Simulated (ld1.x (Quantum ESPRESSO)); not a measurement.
## Configuration tests for tin (ultrasoft)

```
Element                 : Sn (Z = 50)
Generator               : ld1.x (Quantum ESPRESSO) 7.5
Type                    : ultrasoft
Functional              : LDA (PZ)
Relativity              : fully relativistic
Frozen core             : [Kr] 4d10
Valence charge          : 4
Reference configuration : 5s2 5p1.5 (charge +0.5)
Partial waves           : 5s (bound): rcut 2.10, rcutus 2.40 bohr; 5s channel at -0.55 Ry: rcut 2.10, rcutus 2.40 bohr; 5p (bound): rcut 2.10, rcutus 2.25 bohr; 5p channel at 0.95 Ry: rcut 2.10, rcutus 2.25 bohr
Local potential         : all-electron potential smoothed inside 2.00 bohr (lloc = -1)
Core correction         : Bessel-smoothed model core inside 1.75 bohr
Augmentation charge     : PSQ, radius 2.05 bohr
```

Open shells are filled in proportion to 2j + 1 (rel_dist='average').

Energies are relative to the spin-unpolarised reference configuration 5s2 5p1.5; without spin polarisation the order of configurations can differ from experiment.

```json
{"valence configuration": "5s2 5p2", "charge": "0", "ΔE all-electron (eV)": "-2.723", "error AE − PS (meV)": "-1.9"}
{"valence configuration": "5s2 5p1", "charge": "+1", "ΔE all-electron (eV)": "4.389", "error AE − PS (meV)": "-4.2"}
{"valence configuration": "5s2 5p0", "charge": "+2", "ΔE all-electron (eV)": "18.672", "error AE − PS (meV)": "-67"}
{"valence configuration": "5s1 5p3", "charge": "0", "ΔE all-electron (eV)": "4.332", "error AE − PS (meV)": "-8.2"}
{"valence configuration": "5s2 5p2.3", "charge": "-0.3", "ΔE all-electron (eV)": "-3.625", "error AE − PS (meV)": "-3.5"}
{"valence configuration": "5s1 5p0", "charge": "+3", "ΔE all-electron (eV)": "50.121", "error AE − PS (meV)": "-360"}
```

What are ΔE and the potential's error for 5s1 5p2?

ΔE = 12.103 eV all-electron; the error (AE − PS) is -25 meV.

Levels in the configuration 5s1 5p2:

| level | all-electron (eV) | pseudo (eV) |
| --- | --- | --- |
| 5s j=1/2 | -19.045 | -19.117 |
| 5p j=1/2 | -11.652 | -11.694 |
| 5p j=3/2 | -11.026 | -11.062 |

Note: ghost state, extra bound levels that the all-electron valence spectrum of the same l lacks: d at -2.99 eV. A true bound ghost makes a file unfit for plane-wave use.
